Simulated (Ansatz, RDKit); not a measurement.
Complex: N2 (SMILES N#N) (first 2 atoms) with CH6Si (SMILES C[SiH3]); geometry from B3LYP-D3(BJ)/def2-TZVP.
(charge 0, multiplicity 1):
| atom | x (Å) | y (Å) | z (Å) |
|---|---|---|---|
| N | 1.2001 | -0.0434 | 0.9390 |
| N | 0.8204 | 0.0548 | -0.0787 |
| C | 0.8625 | -0.2080 | 4.6939 |
| Si | -0.8083 | 0.1100 | 3.9047 |
| H | 1.6409 | -0.2810 | 3.9331 |
| H | 0.8526 | -1.1403 | 5.2614 |
| H | 1.1291 | 0.6003 | 5.3773 |
| H | -0.7932 | 1.3773 | 3.1340 |
| H | -1.8657 | 0.2100 | 4.9406 |
| H | -1.1702 | -0.9901 | 2.9779 |

Interaction energies are E(AB) − E(A) − E(B) at the monomers' geometry in the complex; basis-set methods are counterpoise corrected. RDKit's UFF carries no charges.

Codes used: Ansatz (Gaussian orbitals); RDKit for the force fields. Each number belongs to the level named beside it.

### Question
One of these levels gives -1.41 kcal/mol for the interaction energy. Which one is it?
A. SVWN5/def2-TZVPPD
B. B3LYP/def2-TZVPPD
C. UFF

### Answer
A, SVWN5/def2-TZVPPD. The others give -0.61 (UFF), 0.40 (B3LYP/def2-TZVPPD)

Ansatz is an electronic-structure program.
